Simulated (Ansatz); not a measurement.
`C[SiH](F)CS` and `C[SiH](F)[SeH]` differ in one atom or group.

Ansatz, PBE0-D4/def2-TZVP geometries, multiplicity 1. Each molecule was computed in one conformer, which needn't be the lowest.

Scalar relativity is left out up to krypton.

| property | `C[SiH](F)CS` |
| --- | --- |
| HOMO energy (ωB97M-V/def2-TZVPP) / eV | -9.07 |
| size of the dipole moment (B3LYP/def2-TZVPP) / D | 1.65 |
| size of the dipole moment (PBE/def2-TZVPP) / D | 1.56 |
| HOMO–LUMO gap (B3LYP/def2-TZVPP) / eV | 6.79 |
| HOMO energy (B3LYP/def2-TZVPP) / eV | -6.61 |
| HOMO–LUMO gap (PBE0/def2-TZVPP) / eV | 7.27 |

**Question.** What does the change do to each property? (Best estimate.)

**Answer.** The calculation gave: 
```tsv
property	`C[SiH](F)[SeH]`	shift
HOMO energy (ωB97M-V/def2-TZVPP) / eV	-9.48	-0.41
size of the dipole moment (B3LYP/def2-TZVPP) / D	1.91	0.26
size of the dipole moment (PBE/def2-TZVPP) / D	1.88	0.32
HOMO–LUMO gap (B3LYP/def2-TZVPP) / eV	6.80	0.01
HOMO energy (B3LYP/def2-TZVPP) / eV	-7.06	-0.45
HOMO–LUMO gap (PBE0/def2-TZVPP) / eV	7.33	0.06
```

With PBE0 the HOMO falls by 0.46 eV and the LUMO falls by 0.40 eV, so the gap widens by about 0.06 eV. PBE moves the HOMO by -0.53 eV and ωB97M-V by -0.41 eV. Dipoles are sizes alone; their direction can turn.

B3LYP here is the variant with VWN-RPA as its local correlation; programs differ in this.

Spin–orbit coupling is left out; it splits and shifts lone-pair levels of the heavy atoms by tenths of an eV.
